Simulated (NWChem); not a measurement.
System: CrHO$_{3}$F; SMILES [O]=[Cr]([F])(=[O])[OH]

```xyz
6

Cr     0.0665     0.0043    -0.0069
O      1.0683    -0.0755    -1.1594
O      0.8028    -0.1416     1.3276
F     -0.7362     1.4972    -0.0381
O     -1.0674    -1.2713    -0.1841
H     -1.3982    -1.6707     0.6347
```
Atoms are numbered in this order, from 1.

Program: NWChem. Geometry: optimised at PBE0/def2-SVP. Level PBE/def2-SVP: energy and gradient on several grids; changes count from the extra-fine grid, which is no exact limit either.

```tsv
grid	size of the energy change (μHa)	largest change of a gradient component (μHa/bohr)
xcoarse	6000	8000
coarse	20	500
medium	< 10	50
fine	< 10	< 30
xfine	< 10	< 30
```
